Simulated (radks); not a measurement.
Species: I-. Configuration: [Xe]. Method: scalar-relativistic Kohn-Sham, LDA (Slater exchange, VWN5 correlation), spin-polarised, spherical densities, finite nucleus; Fermi nuclear charge, rms radius 4.75 fm; Watson sphere of charge +1 and radius 5.42 bohr; computed with a radial shooting solver on a logarithmic mesh with Libxc functionals.

Normalised radial functions P(r) = r R(r), r in bohr:

```
   r/bohr * 4p, o 4d, + 5p (the largest magnitude, 1.28, reaches the edge; | marks zero, & curves that meet)
 0.003509                             &
 0.004053                             &
  0.00468                             &
 0.005449                             &*
 0.006293                             &*
 0.007267                             &*
 0.008393                             &*
  0.00977                             &*
  0.01128                             & *
  0.01303                             o+*
  0.01505                             o+ *
  0.01738                             o+ *
  0.02023                             o+  *
  0.02337                             o+   *
  0.02699                             |o+   *
  0.03117                             |o+    *
  0.03628                             |o+     *
   0.0419                             | o+     *
  0.04839                             | o+      *
  0.05589                             |  &      *
  0.06455                             |  +o     *
  0.07514                             |  + o   *
  0.08678                             | +    &
   0.1002                             |+   *  o
   0.1157                             +*        o
   0.1347                          * +|          o
   0.1556                     *     + |            o
   0.1797                 *        +  |            o
   0.2075              *          +   |            o
   0.2397              *          +   |          o
    0.279                *         +  |       o
   0.3223                     *     + |  o
   0.3722                           o &
   0.4298                     o       |  +    *
   0.5004              o              |    +           *
   0.5779         o                   |      +                *
   0.6674      o                      |     +                    *
   0.7708     o                       |    +                     *
   0.8901      o                      | +                     *
    1.036        o                  + |                  *
    1.197            o          +     |             *
    1.382                o  +         |        *
    1.596                 +  o        |    *
    1.858               +       o     | *
    2.146               +          o  |*
    2.478                +          o *
    2.862                 +          o*
    3.306                   +         &
    3.848                     +       &
    4.444                       +     &
    5.133                         +   &
    5.928                          +  &
    6.901                           + &
    7.969                            +&
    9.204                             &
```

4p: eigenvalue -124.23 eV, 2 radial nodes at r = 0.120, 0.374 bohr, <r> = 0.792 bohr, 90 % of the charge inside 1.16 bohr. 4d: eigenvalue -47.241 eV, 1 radial node at r = 0.353 bohr, <r> = 0.923 bohr, 90 % of the charge inside 1.41 bohr. 5p: eigenvalue -5.019 eV, 3 radial nodes at r = 0.119, 0.362, 0.961 bohr, <r> = 2.67 bohr, 90 % of the charge inside 4.18 bohr.
